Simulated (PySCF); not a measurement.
H3N, SMILES [NH3+], charge +1, multiplicity 2.

Geometry optimised at PBE0-D3(BJ)/def2-TZVPD.

Computed with SMD-M06-2X/def2-SVP run with PySCF.

Solvation free energies are E(SMD) − E(gas) at the gas-phase geometry, for 1 M in both phases.

Computed solvation free energies in water, diethylether, N,N-dimethylformamide:
| solvent | ΔG(solv) (kcal/mol) | its non-electrostatic (CDS) part |
|---|---|---|
| water | -83.9 | 2.2 |
| diethylether | -65.4 | 1.3 |
| N,N-dimethylformamide | -83.0 | 1.9 |
